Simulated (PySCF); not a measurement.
# Mayer bond orders and bond lengths

C₅H₉FOS.
Atom-mapped SMILES: `[CH3:1][CH2:2]/[C:3](=[CH:4]/[F:5])[S@@:6]([CH3:7])=[O:8]` (hydrogens: H9, H10, H11 on C1; H12, H13 on C2; H14 on C4; H15, H16, H17 on C7)

Cartesian coordinates in Å at the GFN2-xTB level; atoms count from 1:
```
atom  x, y, z in Å
C1    -1.692   -1.069   -0.334
C2    -0.896   -0.035   -1.129
C3    -0.046    0.823   -0.255
C4    -0.491    1.721    0.604
F5     0.350    2.451    1.364
S6     1.781    0.645   -0.464
C7     1.975   -0.425    1.033
O8     1.946   -0.244   -1.612
H9    -1.029   -1.713    0.238
H10   -2.269   -1.691   -1.013
H11   -2.376   -0.582    0.356
H12   -0.225   -0.543   -1.828
H13   -1.583    0.586   -1.708
H14   -1.525    1.959    0.810
H15    1.683    0.149    1.904
H16    1.367   -1.316    0.924
H17    3.023   -0.701    1.098
```

Bond orders from the PBE0/pcSseg-1 density (PySCF). Geometry: GFN2-xTB, one conformer, isolated molecule.

Question: How far do the computed orders between heavy atoms stray from the drawn ones?

Answer: The largest departure is 0.469, at S6–O8 (drawn double, 1.531). Drawn single, order below 0.88: C3–S6 (0.871). Drawn double or triple, more than 0.30 short of the drawn order: S6–O8 (1.531).

Question: Give the Mayer order of every bond, beside its length.

Answer: 
```json
{"bond": "C1–C2", "drawn as": "single", "length (Å)": "1.529", "Mayer order": "1.049"}
{"bond": "C2–C3", "drawn as": "single", "length (Å)": "1.490", "Mayer order": "1.015"}
{"bond": "C3–C4", "drawn as": "double", "length (Å)": "1.319", "Mayer order": "1.773"}
{"bond": "C4–F5", "drawn as": "single", "length (Å)": "1.348", "Mayer order": "0.940"}
{"bond": "C3–S6", "drawn as": "single", "length (Å)": "1.847", "Mayer order": "0.871"}
{"bond": "S6–C7", "drawn as": "single", "length (Å)": "1.850", "Mayer order": "0.884"}
{"bond": "S6–O8", "drawn as": "double", "length (Å)": "1.462", "Mayer order": "1.531"}
{"bond": "C1–H9", "drawn as": "single", "length (Å)": "1.087", "Mayer order": "0.962"}
{"bond": "C1–H10", "drawn as": "single", "length (Å)": "1.087", "Mayer order": "0.968"}
{"bond": "C1–H11", "drawn as": "single", "length (Å)": "1.087", "Mayer order": "0.966"}
{"bond": "C2–H12", "drawn as": "single", "length (Å)": "1.094", "Mayer order": "0.903"}
{"bond": "C2–H13", "drawn as": "single", "length (Å)": "1.092", "Mayer order": "0.945"}
{"bond": "C4–H14", "drawn as": "single", "length (Å)": "1.081", "Mayer order": "0.980"}
{"bond": "C7–H15", "drawn as": "single", "length (Å)": "1.083", "Mayer order": "0.942"}
{"bond": "C7–H16", "drawn as": "single", "length (Å)": "1.084", "Mayer order": "0.943"}
{"bond": "C7–H17", "drawn as": "single", "length (Å)": "1.085", "Mayer order": "0.956"}
```

Bonds between the same two heavy elements. C–C: lowest C2–C3 (1.015, 1.490 Å), highest C3–C4 (1.773, 1.319 Å); in 1 of the 3 pairs the longer bond (by over 0.003 Å) has the higher order (by 0.02 or more). C–S: all 2 within 0.02 of one another (0.871 to 0.884).

Question: Sum the orders of all bonds at each heavy atom with more than one neighbour and set the sums beside the valence in the SMILES.

Answer: C1 3.945 (drawn 4), C2 3.912 (drawn 4), C3 3.659 (drawn 4), C4 3.693 (drawn 4), S6 3.286 (drawn 4), C7 3.725 (drawn 4). Orders between atoms that aren't bonded are not in these sums.

For a closed shell the Mayer order of atoms A and B is Σ (PS)μν (PS)νμ over the basis functions μ on A and ν on B, with P the density and S the overlap matrix.

The run behind these numbers computed NMR shieldings as well. On an AMD EPYC 7R43 with one thread, shared host, this took 29 s of wall time and 0.88 GiB of memory at its peak.
